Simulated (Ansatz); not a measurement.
Born–Oppenheimer molecular dynamics of CH11NOSi2 (16 atoms, charge 0, multiplicity 1). It starts from a rough guess of a transition structure, not a stationary point.

Computed with Ansatz, UKS BHLYP/STO-3G.

```
ensemble                      : NVE (velocity Verlet)
time step                     : 0.5 fs
steps asked                   : 150
starting velocities drawn for : 300 K
seed                          : 340623
```

First frame:

```xyz
16
Properties=species:S:1:pos:R:3
Si -0.320 1.074 -0.086
O 0.018 -0.916 -0.536
C -0.393 -1.750 -1.585
H -1.632 0.929 -0.732
H -0.451 2.361 0.630
N 1.097 1.446 -0.977
H -0.013 -0.962 0.742
Si 0.061 0.090 2.288
H -0.260 -1.222 -2.531
H -1.448 -2.024 -1.478
H 0.216 -2.658 -1.594
H 1.480 0.794 -1.637
H 1.338 2.394 -1.200
H 0.285 -1.146 3.066
H 1.169 0.944 2.719
H -1.146 0.646 2.910
```

**Question.** How far do the bonds stretch over the last three quarters of this one trajectory? (Pairs bonded in most of those frames.)

**Answer.** 
```
   bond  mean (Å)  spread (Å)  shortest  longest
 Si1–H4     1.445       0.023      1.41     1.48
 Si1–H5     1.442       0.024      1.40     1.48
 Si1–N6     1.772       0.049      1.69     1.86
Si1–Si8     2.270       0.110      2.11     2.43
  O2–C3     1.457       0.028      1.41     1.50
  O2–H7     1.054       0.113      0.86     1.22
  C3–H9     1.102       0.025      1.06     1.15
 C3–H10     1.108       0.028      1.06     1.15
 C3–H11     1.107       0.032      1.05     1.16
 N6–H12     1.033       0.011      1.01     1.05
 N6–H13     1.038       0.027      0.99     1.08
Si8–H14     1.441       0.034      1.39     1.50
Si8–H15     1.443       0.044      1.37     1.51
Si8–H16     1.446       0.025      1.40     1.49
```

Mean temperature of the second half: 1247 K. The conserved energy stayed within 1.6 meV per atom of its start (net change 0.15 meV per atom), so there is no drift, though single steps change it by up to 25 meV in the whole system, a sign of fast motions only just resolved. The system heated up, since it started high on the potential surface and ran downhill. A run of 0.075 ps of so small a system gives no equilibrium averages. The orbitals stay closed-shell, which can raise the energy where a bond breaks towards radicals; this wasn't checked here. Limits of this set-up: minimal basis.

The run took 7.9 min on 1 thread of Intel(R) Xeon(R) 6975P-C (Granite Rapids) (shared host), peak memory 0.19 GiB.
